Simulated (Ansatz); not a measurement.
This singlet lies 1.63 eV below the relaxed triplet at the level frozen-core CCSD(T)/cc-pVTZ // B3LYP-D3(BJ)/def2-TZVP (Ansatz, an electronic-structure program).

Species: CH3ClSi, SMILES `C[Si]Cl` (lower singlet) (charge 0, multiplicity 1).

Problem. Give a relaxed geometry from B3LYP-D3(BJ)/def2-TZVP (Ansatz).

Solution. the end point of this relaxation (outside a Z-matrix the atoms follow the SMILES, hydrogens last).
Z-matrix (Å, degrees):
```
C
H 1 1.0921
H 1 1.0943 2 109.19
H 1 1.0959 2 108.65 3 116.15
Si 1 1.8953 2 111.43 4 120.83
Cl 5 2.1104 1 98.41 2 176.87
```
